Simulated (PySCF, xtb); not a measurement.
C3H9O3Si, SMILES O([Si](OC)OC)C, multiplicity 2. One conformer was computed; it need not be the lowest.

Harmonic wavenumbers (cm⁻¹) from xtb with GFN2-xTB at its own minimum, in rising order: 67, 67, 76, 96, 98, 104, 147, 148, 217, 330, 334, 334, 686, 784, 785, 1129, 1130, 1134, 1136, 1136, 1143, 1145, 1145, 1159, 1406, 1410, 1410, 1474, 1474, 1475, 1483, 1483, 1484, 2945, 2947, 2948, 2975, 2976, 2977, 2984, 2986, 2986.

What does PBE0-D3(BJ)/def2-SVP (PySCF) give at its own minimum? (Estimate from the structure and the level; the computed values follow.)

44, 52, 52, 80, 82, 82, 139, 139, 205, 340, 340, 377, 692, 818, 818, 1171, 1171, 1178, 1178, 1178, 1179, 1213, 1213, 1225, 1468, 1470, 1471, 1475, 1475, 1475, 1479, 1479, 1479, 3024, 3024, 3026, 3109, 3109, 3109, 3144, 3144, 3144. Paired by order, the mean absolute difference is 48 cm⁻¹ and the zero-point energies are 77.7 and 80.2 kcal/mol.
